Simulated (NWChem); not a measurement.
# C₄H₅Cl; SMILES C#CCCCl

```xyz
10

C      0.9035    -2.4229    -0.1317
C      0.0311    -1.6132     0.0875
C     -1.0248    -0.6404     0.3371
C     -0.8716     0.6657    -0.4287
Cl     0.5697     1.5833     0.0838
H      1.6819    -3.1389    -0.3208
H     -1.0799    -0.4230     1.4170
H     -1.9979    -1.0824     0.0575
H     -0.7743     0.4832    -1.5074
H     -1.7441     1.3102    -0.2556
```
Atoms are numbered in this order, from 1.

Program: NWChem. Medium grid unless said otherwise, to which SCAN and Minnesota functionals are sensitive. All runs use the structure optimised with PBE0/def2-SVP. Total energies of different functionals are on different scales.

```json
[
 {"level": "PBE/def2-TZVP", "energy (Ha)": "-615.2336", "highest occupied level (eV)": "…", "orbital gap (eV)": "…", "dipole (D)": "1.93"},
 {"level": "B3LYP/def2-TZVP", "energy (Ha)": "-615.6544", "highest occupied level (eV)": "-7.62", "orbital gap (eV)": "7.83", "dipole (D)": "1.97"},
 {"level": "Hartree-Fock/def2-TZVP", "energy (Ha)": "-613.8843", "highest occupied level (eV)": "-10.60", "orbital gap (eV)": "14.08", "dipole (D)": "2.16"},
 {"level": "BLYP/def2-TZVP", "energy (Ha)": "-615.5589", "highest occupied level (eV)": "-6.47", "orbital gap (eV)": "6.06", "dipole (D)": "1.91"},
 {"level": "CAM-B3LYP/def2-TZVP", "energy (Ha)": "-615.5561", "highest occupied level (eV)": "-9.23", "orbital gap (eV)": "10.70", "dipole (D)": "2.01"},
 {"level": "M06-2X/def2-TZVP", "energy (Ha)": "-615.5488", "highest occupied level (eV)": "-9.14", "orbital gap (eV)": "10.44", "dipole (D)": "2.02"}
]
```

**Question.** Complete the blanks.

**Answer.** 
- PBE/def2-TZVP, highest occupied level (eV): -6.62
- PBE/def2-TZVP, orbital gap (eV): 6.13
